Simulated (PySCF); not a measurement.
**Assigning NMR signals**

Atom-mapped SMILES (the numbers label the heavy atoms): `[CH3:1]/[C:2]([SiH3:3])=[C:4](/[Cl:5])[CH2:6][CH2:7][OH:8]`; H(Xn) means a hydrogen on atom n.

Theoretical values (PySCF): GFN2-xTB structure, σ from GIAO-PBE0/pcSseg-1. Equivalent nuclei averaged, no solvent, non-relativistic, single conformer.

Referencing at the same level of theory: ¹³C, ¹H vs TMS.

(1) Assign these signals to the numbered atoms. ¹³C{¹H} NMR (computed): δ 152.8 (C), 138.0 (C), 64.6 (CH2), 44.0 (CH2), 22.9 (CH3).

(2) Assign these signals to the numbered atoms. ¹H NMR (400 MHz, computed): δ 4.22 (s, 3H), 3.93 (t, 2H), 2.75 (t, 2H), 2.14 (s, 3H), 0.89 (br s, 1H).

Answers

(1) 
| δ (ppm) | atoms | environment | reason |
| --- | --- | --- | --- |
| 152.8 | C4 | fully substituted alkene carbon | an sp2 carbon of a C=C bond |
| 138.0 | C2 | fully substituted alkene carbon | – |
| 64.6 | C7 | sp3 CH2 bonded to O | the inductive effect lowers its shielding |
| 44.0 | C6 | allylic sp3 CH2 | a saturated carbon with 2 carbon neighbours and no heteroatom attached |
| 22.9 | C1 | allylic methyl carbon | a saturated carbon with 1 carbon neighbour and no heteroatom attached |

(2) 
4.22 → H(Si3), hydrogen on a silicon bonded to C
3.93 → H(C7), hydrogen on an sp3 CH2 bonded to O: its carbon carries O, which withdraws density
2.75 → H(C6), hydrogen on an allylic sp3 CH2: allylic position
2.14 → H(C1), hydrogen on an allylic methyl carbon: allylic position
0.89 → H(O8), hydrogen on an alcohol oxygen: labile proton, position sensitive to the medium

The OH or NH signal is concentration- and solvent-dependent in practice; the value given is the gas-phase one. Carbons that carry Cl, above all several Cl atoms, come out too deshielded, partly because spin–orbit coupling is missing. Shifts are as computed. Against solution values, carbons near 30 ppm lie about +3 ppm off and those near 130 ppm about +5 ppm; carbons on Cl a further +6 ppm. Of 1211 compounds with measured shifts, 218 miss one by over three times the rms of a fit or turn the order of signals round; such compounds aren't used in these exercises. Multiplicities follow the n + 1 count of equivalent neighbours, as no J values were calculated; m marks all less simple cases, F and P coupling included.
